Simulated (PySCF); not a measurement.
Structure with atom numbers: `[O:1]=[CH:2][O:3][C@@:4]1([F:5])[CH2:6][O:7][CH2:8][C@H:9]([F:10])[O:11]1`. Each H is labelled by its parent atom. Ha(C6), Ha(C8) are cis to F10 on the ring; Hb(C6), Hb(C8) are trans to F10 on the ring.

PySCF 2.14.0 with density-fitted response routines calculation with NMR shieldings at PBE0/pcSseg-1/GIAO and coordinates at the GFN2-xTB level; single conformer, no solvent, no relativistic terms.

Referencing at the same level of theory: ¹³C against TMS.

Question: Do the ¹³C shifts follow the atomic charges (in e)? Tabulate both.

Answer: 
```csv
atoms,hybridisation,δ (ppm),σ para (ppm),Hirshfeld,IAO,Mulliken,ESP-fitted
C2,sp2,159.4,-215,+0.18,+0.41,+0.43,+0.56
C4,sp3,120.4,-180,+0.23,+0.61,+0.61,+0.68
C9,sp3,106.9,-161,+0.13,+0.33,+0.44,+0.23
C6,sp3,77.6,-135,-0.02,-0.09,+0.15,-0.17
C8,sp3,69.3,-132,-0.01,-0.10,+0.01,-0.17
```

Correlation coefficients of δ with charge over these carbons: Hirshfeld +0.85, IAO +0.80, Mulliken +0.75, ESP-fitted +0.87; with the paramagnetic shielding -1.00. Among the 4 sp3 carbons alone: Hirshfeld +0.98, IAO +0.99, Mulliken +1.00, ESP-fitted +0.96. With so few points, grouped by hybridisation, these coefficients are fragile. Charge is one influence among several: hybridisation and low-lying excitations act through the paramagnetic term.

Shifts are as computed. Against solution values, carbons near 30 ppm lie about +3 ppm off and those near 130 ppm about +5 ppm. Of 1211 compounds with measured shifts, 218 miss one by over three times the rms of a fit or turn the order of signals round; such compounds aren't used in these exercises.
